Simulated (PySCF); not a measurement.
C5H5N, SMILES C#CC(N)=C=C.

Coordinates come from a B3LYP-D3(BJ)/def2-SVP optimisation. The structure was generated by enumeration, and PubChem lists no compound with its InChIKey, so it may never have been made. The values are those of a single conformer.

The numbers are results of TDDFT-PBE0/def2-SVPD in PySCF, not measurements.

Vertical excitations. 

Computed lowest excited states:
```
state  energy (eV)  λ (nm)      f                                                                  main pairs
-----  -----------  ------  -----  --------------------------------------------------------------------------
S1            4.18     296  0.001                                                            HOMO→LUMO+1 90 %
S2            5.22     238  0.265                                                              HOMO→LUMO 84 %
S3            5.66     219  0.001                                                            HOMO−1→LUMO 77 %
S4            5.73     216  0.008                                                            HOMO→LUMO+2 87 %
S5            6.01     206  0.001                      HOMO→LUMO+3 59 %, HOMO−2→LUMO+1 13 %, HOMO→LUMO+4 10 %
S6            6.22     199  0.010  HOMO−2→LUMO 34 %, HOMO−3→LUMO 28 %, HOMO−2→LUMO+1 12 %, HOMO−3→LUMO+1 12 %
S7            6.31     197  0.035                      HOMO−3→LUMO 53 %, HOMO−2→LUMO 22 %, HOMO−1→LUMO+1 13 %
S8            6.44     192  0.001                      HOMO−2→LUMO+1 60 %, HOMO→LUMO+3 11 %, HOMO−3→LUMO 10 %
S9            6.59     188  0.008                                          HOMO→LUMO+4 76 %, HOMO→LUMO+3 16 %
S10           6.84     181  0.004                                                            HOMO→LUMO+5 82 %
T1            3.24     383      0                                                              HOMO→LUMO 90 %
T2            3.84     323      0                                                            HOMO→LUMO+1 92 %
T3            4.46     278      0                                      HOMO−1→LUMO+1 65 %, HOMO−3→LUMO+1 12 %
T4            5.12     242      0                                        HOMO−2→LUMO 50 %, HOMO−3→LUMO+1 15 %
```
Triplets are in the Tamm–Dancoff approximation, which puts them higher than full response would, so one can lie above its singlet here.
